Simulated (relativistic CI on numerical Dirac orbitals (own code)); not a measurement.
Computed by Dirac-Coulomb-Breit CI, orbitals from a KLI potential per configuration, a model potential for QED, unscaled Slater integrals (own radial code, finite nucleus).

Configuration list (outside the closed core [Ne]): 3s2, 3s 3p, 3p2, 3s 3d, 3d2, 3p 3d, 3p 4s, 3d 4s, 3s 4s, 3s 4p, 3s 4d, 3s 4f, 3s 5s, 3s 5p, 3s 5d, 4s2, 3s 5f, 3s 5g, 3s 6s, 3s 6p, 3s 6d. Levels of other configurations are missing.

At this charge energies of transitions that change n are usually good to better than 1 %, and those within a shell (Δn = 0) to a few per cent.

Outline of the computed level scheme of Ga XX. Lowest level of each configuration: 3s2 1S_0 at 0.000 eV; 3s 3p 3P°_0 at 38.373 eV; 3p2 3P_0 at 91.998 eV; 3s 3d 3D_1 at 113.967 eV; 3p 3d 3F°_2 at 155.010 eV; 3d2 3F_2 at 230.050 eV; 3s 4s 3S_1 at 360.755 eV; 3s 4p 3P°_0 at 380.400 eV; 3s 4d 3D_1 at 406.945 eV.

Some strong electric-dipole decays among the lowest 44 levels: 3s 4d 3D_3 → 3s 3p 3P°_2 (1.2e+12 s⁻¹); 3s 4d 3D_2 → 3s 3p 3P°_1 (9.1e+11 s⁻¹); 3s 4s 1S_0 → 3s 3p 1P°_1 (7.2e+11 s⁻¹); 3s 4p 1P°_1 → 3s2 1S_0 (7.1e+11 s⁻¹); 3s 4d 3D_1 → 3s 3p 3P°_0 (6.8e+11 s⁻¹); 3s 4d 3D_1 → 3s 3p 3P°_1 (5.0e+11 s⁻¹); 3s 4s 3S_1 → 3s 3p 3P°_2 (4.8e+11 s⁻¹); 3s 4d 3D_2 → 3s 3p 3P°_2 (3.0e+11 s⁻¹).

LS names give the leading component of a level, which can be under half, so a name can repeat, a term be missing and a line seem to break the LS rules.
